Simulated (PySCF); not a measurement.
Radial density of Al²⁺ (aluminium, charge +2)

UHF, [Ne] 3s1, 2S determinant. All numbers are calculated (PySCF 2.14, scalar relativity by spin-free X2C-1e, in x2c-TZVPPall (5s5p3d1f, 42 functions)).

```csv
r (bohr),4πr²ρ (e/bohr),4πr²(ρα − ρβ)
0.00227,0.09513,0.0002
0.00382,0.2554,0.0006
0.00643,0.6560,0.0016
0.0108,1.626,0.0039
0.0182,3.740,0.0089
0.0306,7.600,0.0176
0.0515,12.47,0.0269
0.0866,14.52,0.0231
0.146,10.73,0.0014
0.245,8.757,0.0306
0.412,12.58,0.1035
0.693,8.826,0.0061
1.17,1.881,0.1779
1.96,0.5887,0.5398
3.30,0.1784,0.1784
5.55,0.002135,0.0021
```

Densities and radii are taken from the X2C orbitals without a picture-change correction, which distorts them close to the nucleus.
